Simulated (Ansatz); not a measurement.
Relaxation of ClFGeH2 (5 atoms, charge 0, multiplicity 1), to a largest force component of 0.02 eV/Å in at most 40 steps.

All numbers below come from Ansatz 0.2.0, RHF/def2-SVP.

```xyz
5
Properties=species:S:1:pos:R:3
Ge 0.000 0.000 0.000
H 0.000 0.000 1.550
Cl 2.094 0.000 -0.739
F -0.791 1.371 -0.559
H -0.730 -1.265 -0.516
```

Question: Where does it end, and by what steps?

Answer: It converged. After 4 steps the energy has fallen by 0.126 eV; Cl3 moved furthest, 0.08 Å.

```tsv
step	energy less start (eV)	largest force component (eV/Å)	accepted
0	0.0000	1.914	yes
1	-0.0703	0.712	yes
2	-0.1231	0.213	yes
3	-0.1259	0.062	yes
4	-0.1261	0.020	yes
```

```xyz
5
Properties=species:S:1:pos:R:3
Ge 0.007 -0.053 0.030
H 0.032 0.044 1.544
Cl 2.019 0.002 -0.715
F -0.773 1.359 -0.559
H -0.713 -1.247 -0.566
```

Whether the end is a true minimum wasn't checked by a vibrational analysis.

Time of the run: 7.3 s on 1 thread of Arm Neoverse V2, on a shared host, peak memory 0.13 GiB.
